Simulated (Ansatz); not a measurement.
A thermochemical cycle in electronic energies (no zero-point or thermal terms), species as SMILES, kcal/mol. Geometries: B3LYP-D3(BJ)/def2-TZVP minima from Ansatz (an electronic-structure program), one conformer each, not searched for the lowest. Cores are frozen in the correlated levels unless marked. Open shells are spin-unrestricted. No spin-orbit coupling. No relativistic terms. CBS marks a two-point X^-3 extrapolation of the correlation energy; Hartree-Fock from the larger set. The bracket is a focal-point correction in the basis named. Anions need diffuse functions, of which def2-TZVPD holds fewer than the aug- sets.

```tsv
step	RI-MP2/CBS(aug-cc-pV(T+d)Z,aug-cc-pV(Q+d)Z)+[CCSD(T)-MP2]/aug-cc-pV(T+d)Z (Ansatz)	PBE/def2-TZVPD (Ansatz)
electron affinity EA, positive where the anion is bound: O[Si](O)O + e- → O[Si-](O)O	30.3	30.0
deprotonation energy A: O[SiH](O)O [trihydroxysilane] -> O[Si-](O)O + H+	386.7	377.0
ionisation of the H atom at the same level, IE	313.7	313.5
```

Q: Find the bond energy D: O[SiH](O)O [trihydroxysilane] → O[Si](O)O + H atom.

A: Breaking the bond, ionising the H atom and attaching the electron to the radical add up to the deprotonation, A = D + IE - EA. At RI-MP2/CBS(aug-cc-pV(T+d)Z,aug-cc-pV(Q+d)Z)+[CCSD(T)-MP2]/aug-cc-pV(T+d)Z: D = A - IE + EA = 386.7 - 313.7 + 30.3 = 103.3. At PBE/def2-TZVPD: D = A - IE + EA = 377.0 - 313.5 + 30.0 = 93.5. The functional differs from the first level by -9.8 in D, -0.3 in EA and -9.7 in A; for EA and A the gap mixes functional and basis. The site is the one shown; other sites or isomers of the anion may lie lower.
